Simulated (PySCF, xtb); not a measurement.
C4H8O, SMILES C1CCOC1 (connectivity only; charge and spin as stated), charge +1, multiplicity 2. One conformer was computed; it need not be the lowest.

Harmonic wavenumbers (cm⁻¹) from GFN2-xTB run with xtb 6.7.1 at its own minimum, in rising order: 151, 230, 604, 668, 764, 805, 861, 939, 969, 975, 1005, 1009, 1050, 1078, 1087, 1125, 1153, 1201, 1249, 1277, 1284, 1319, 1345, 1431, 1455, 2728, 2731, 2845, 2856, 2977, 2979, 3050, 3053.

Problem. What does PBE-D3(BJ)/def2-SVP in PySCF give at its own minimum? (An estimate is asked for; the answer gives what the named calculation found.)

Solution. 196, 232, 561, 618, 748, 766, 829, 871, 886, 914, 949, 968, 1008, 1069, 1071, 1119, 1158, 1220, 1253, 1271, 1275, 1282, 1311, 1393, 1408, 2753, 2787, 2942, 2952, 2991, 2995, 3088, 3091. Paired by order, the mean absolute difference is 36 cm⁻¹ and the zero-point energies are 69.0 and 68.6 kcal/mol.
